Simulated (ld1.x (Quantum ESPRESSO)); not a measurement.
## Pseudopotential generation for oxygen: TM, PBE, non-relativistic.

ld1.x (Quantum ESPRESSO) 7.5 was run on this input:

```
&input
   title='O', zed=8., rel=0, dft='PBE', iswitch=3,
   config='[He] 2s2 2p4',
   nld=2, rlderiv=1.25, eminld=-4.0, emaxld=5.0, deld=0.02
 /
 &inputp
   pseudotype=2, tm=.true., lloc=1,
   nlcc=.true., new_core_ps=.true., rcore=0.85,
   file_pseudopw='O.UPF', file_wfcaegen='ae.wfc', file_wfcncgen='nc.wfc', file_beta='beta', file_chi='chi'
 /
2
2S  1  0   2.00   0.00  0.85  0.85  0.0
2P  2  1   4.00   0.00  1.15  1.15  0.0
 &test
   configts(1)='2s2 2p4'
 /
```

Command:

```bash
ld1.x < O.in > O.out
```

Resulting log (shortened: banner, matrices, multipoles, cross overlaps and the repeated all-electron block are left out):

```
Program LD1 v.7.5
     --------------------------- All-electron run ----------------------------

     O

     atomic number is  8.00
     dft =PBE   lsd =0 sic =0 latt =0  beta=0.20 tr2=1.0E-14
     Exchange-correlation= PBE
                           (   1   4   3   4   0   0   0)
     mesh =1095 r(mesh) =  99.04343 a.u. xmin = -7.00 dx = 0.01250
     1 Ry =  13.60569312 eV

     n l     nl                  e(Ry)          e(Ha)          e(eV)
     1 0     1S 1( 2.00)       -37.7973       -18.8987      -514.2589
     2 0     2S 1( 2.00)        -1.7577        -0.8788       -23.9147
     2 1     2P 1( 4.00)        -0.6643        -0.3321        -9.0378

     final scf error:  2.6E-15 reached in  35 iterations

     Etot =    -149.891029 Ry,     -74.945514 Ha,   -2039.371339 eV

     Ekin =     149.468684 Ry,      74.734342 Ha,    2033.625046 eV
     Encl =    -355.645076 Ry,    -177.822538 Ha,   -4838.797771 eV
     Eh   =      72.821016 Ry,      36.410508 Ha,     990.780400 eV
     Exc  =     -16.535652 Ry,      -8.267826 Ha,    -224.979012 eV

     normalization and overlap integrals

     s(1S/1S) =  1.000000  <r> =   0.1997  <r2> =    0.0539  r(max) =   0.1298
     s(2S/2S) =  1.000000  <r> =   1.1407  <r2> =    1.5839  r(max) =   0.8677
     s(2P/2P) =  1.000000  <r> =   1.2656  <r2> =    2.1371  r(max) =   0.8151

     ------------------------ End of All-electron run ------------------------

     --------------------- Generating NC pseudopotential ---------------------

      Generating local pot.: lloc=1, matching radius rcloc =   1.1500

      Computing core charge for nlcc:

       r > 0.86 : true rho core
      Core charge pseudized with two Bessel functions
      Integrated core pseudo-charge :   0.06

      Wfc   2S  rcut= 0.857  Using Troullier-Martins method

     ------------------- End of pseudopotential generation -------------------

     Computing logarithmic derivative in   1.25461
     Computing logarithmic derivative in   1.25461
     Computing the partial wave expansion
     R is outside the sphere for l=    0 j= 0.00
       no projector for channel:   1

     ---------------------- Testing the pseudopotential ----------------------

     O

     atomic number is  8.00   valence charge is  6.00
     dft =PBE   lsd =0 sic =0 latt =0  beta=0.20 tr2=1.0E-14
     mesh =1095 r(mesh) =  99.04343 xmin = -7.00 dx = 0.01250

     n l     nl             e AE (Ry)        e PS (Ry)    De AE-PS (Ry)
     1 0     2S   1( 2.00)       -1.75770       -1.75770        0.00000
     2 1     2P   1( 4.00)       -0.66426       -0.66426        0.00000

     eps = 9.0E-15  iter = 14

     Etot =    -149.891029 Ry,     -74.945514 Ha,   -2039.371339 eV
     Etotps =   -31.584549 Ry,     -15.792275 Ha,    -429.729687 eV

     Ekin =      22.091480 Ry,      11.045740 Ha,     300.569895 eV
     Encl =     -77.875660 Ry,     -38.937830 Ha,   -1059.552334 eV
     Ehrt =      27.237797 Ry,      13.618898 Ha,     370.589105 eV
     Ecxc =      -6.616219 Ry,      -3.308109 Ha,     -90.018240 eV
     (Ecc =      -0.048511 Ry,      -0.024256 Ha,      -0.660030 eV)
     Epseu=       3.578053 Ry,       1.789026 Ha,      48.681887 eV

     ---------------------- End of pseudopotential test ----------------------
```

Generation and configuration tests took about 0.59 s on one core of a shared server CPU.

Transferability test of the new file with ld1.x, input:

```
&input
   title='O', zed=8., rel=0, dft='PBE', iswitch=2,
   config='[He] 2s2 2p4'
 /
 &test
   file_pseudo='O.UPF', nconf=8,
   configts(1)='2s2 2p4',
   configts(2)='2s2 2p3',
   configts(3)='2s2 2p2',
   configts(4)='2s2 2p1',
   configts(5)='2s2 2p4.3',
   configts(6)='2s2 2p0',
   configts(7)='2s1 2p4',
   configts(8)='2s0 2p6'
 /
```

```bash
ld1.x < O.test.in > O.test.out
```

Pseudopotential blocks of its output, shortened (energy terms left out):

```
     ---------------------- Testing the pseudopotential ----------------------

     n l     nl             e AE (Ry)        e PS (Ry)    De AE-PS (Ry)
     1 0     2S   1( 2.00)       -1.75770       -1.75770        0.00000
     2 1     2P   1( 4.00)       -0.66426       -0.66426        0.00000

     eps = 9.0E-15  iter = 14

     Etot =    -149.891029 Ry,     -74.945514 Ha,   -2039.371338 eV
     Etotps =   -31.584549 Ry,     -15.792275 Ha,    -429.729687 eV

     ---------------------- End of pseudopotential test ----------------------

          ---------------------- Testing the pseudopotential ----------------------

     n l     nl             e AE (Ry)        e PS (Ry)    De AE-PS (Ry)
     1 0     2S   1( 2.00)       -2.91142       -2.91321        0.00179
     2 1     2P   1( 3.00)       -1.79758       -1.79722       -0.00035

     eps = 4.0E-15  iter = 14

     Etot =    -148.682784 Ry,     -74.341392 Ha,   -2022.932328 eV
     Etotps =   -30.376290 Ry,     -15.188145 Ha,    -413.290477 eV
     dEtot_ae =       1.208245 Ry
     dEtot_ps =       1.208260 Ry,   Delta E=      -0.000015 Ry

     ---------------------- End of pseudopotential test ----------------------

          ---------------------- Testing the pseudopotential ----------------------

     n l     nl             e AE (Ry)        e PS (Ry)    De AE-PS (Ry)
     1 0     2S   1( 2.00)       -4.28388       -4.28599        0.00211
     2 1     2P   1( 2.00)       -3.17856       -3.17219       -0.00636  !

     eps = 6.1E-15  iter = 16

     Etot =    -146.213707 Ry,     -73.106854 Ha,   -1989.338831 eV
     Etotps =   -27.909751 Ry,     -13.954875 Ha,    -379.731503 eV
     dEtot_ae =       3.677321 Ry
     dEtot_ps =       3.674799 Ry,   Delta E=       0.002523 Ry

     ---------------------- End of pseudopotential test ----------------------

          ---------------------- Testing the pseudopotential ----------------------

     n l     nl             e AE (Ry)        e PS (Ry)    De AE-PS (Ry)
     1 0     2S   1( 2.00)       -5.83702       -5.83209       -0.00493
     2 1     2P   1( 1.00)       -4.77420       -4.74548       -0.02872  !

     eps = 7.1E-16  iter =  8

     Etot =    -142.254160 Ry,     -71.127080 Ha,   -1935.466440 eV
     Etotps =   -23.965729 Ry,     -11.982865 Ha,    -326.070355 eV
     dEtot_ae =       7.636869 Ry
     dEtot_ps =       7.618820 Ry,   Delta E=       0.018049 Ry

     ---------------------- End of pseudopotential test ----------------------

          ---------------------- Testing the pseudopotential ----------------------

     n l     nl             e AE (Ry)        e PS (Ry)    De AE-PS (Ry)
     1 0     2S   1( 2.00)       -1.46516       -1.46481       -0.00035
     2 1     2P   1( 4.30)       -0.38194       -0.38183       -0.00011

     eps = 3.7E-16  iter = 14

     Etot =    -150.047196 Ry,     -75.023598 Ha,   -2041.496106 eV
     Etotps =   -31.740699 Ry,     -15.870350 Ha,    -431.854216 eV
     dEtot_ae =      -0.156168 Ry
     dEtot_ps =      -0.156150 Ry,   Delta E=      -0.000018 Ry

     ---------------------- End of pseudopotential test ----------------------

          ---------------------- Testing the pseudopotential ----------------------

     n l     nl             e AE (Ry)        e PS (Ry)    De AE-PS (Ry)
     1 0     2S   1( 2.00)       -7.54352       -7.51171       -0.03182  !
     2 1     2P   1( 0.00)       -6.55957       -6.47195       -0.08762  !

     eps = 2.6E-15  iter =  9

     Etot =    -136.601989 Ry,     -68.300995 Ha,   -1858.564745 eV
     Etotps =   -18.367402 Ry,      -9.183701 Ha,    -249.901240 eV
     dEtot_ae =      13.289040 Ry
     dEtot_ps =      13.217147 Ry,   Delta E=       0.071892 Ry

     ---------------------- End of pseudopotential test ----------------------

          ---------------------- Testing the pseudopotential ----------------------

     n l     nl             e AE (Ry)        e PS (Ry)    De AE-PS (Ry)
     1 0     2S   1( 1.00)       -2.92121       -2.92292        0.00171
     2 1     2P   1( 4.00)       -1.80519       -1.80778        0.00259

     eps = 5.8E-15  iter = 18

     Etot =    -147.567828 Ry,     -73.783914 Ha,   -2007.762587 eV
     Etotps =   -29.260748 Ry,     -14.630374 Ha,    -398.112752 eV
     dEtot_ae =       2.323200 Ry
     dEtot_ps =       2.323802 Ry,   Delta E=      -0.000601 Ry

     ---------------------- End of pseudopotential test ----------------------

          ---------------------- Testing the pseudopotential ----------------------

     n l     nl             e AE (Ry)        e PS (Ry)    De AE-PS (Ry)
     1 0     2S   1( 0.00)       -1.82237       -1.81932       -0.00305
     2 1     2P   1( 6.00)       -0.72361       -0.72455        0.00094

     eps = 7.0E-15  iter = 31

     Etot =    -147.698675 Ry,     -73.849337 Ha,   -2009.542842 eV
     Etotps =   -29.396328 Ry,     -14.698164 Ha,    -399.957419 eV
     dEtot_ae =       2.192354 Ry
     dEtot_ps =       2.188221 Ry,   Delta E=       0.004133 Ry

     ---------------------- End of pseudopotential test ----------------------
```
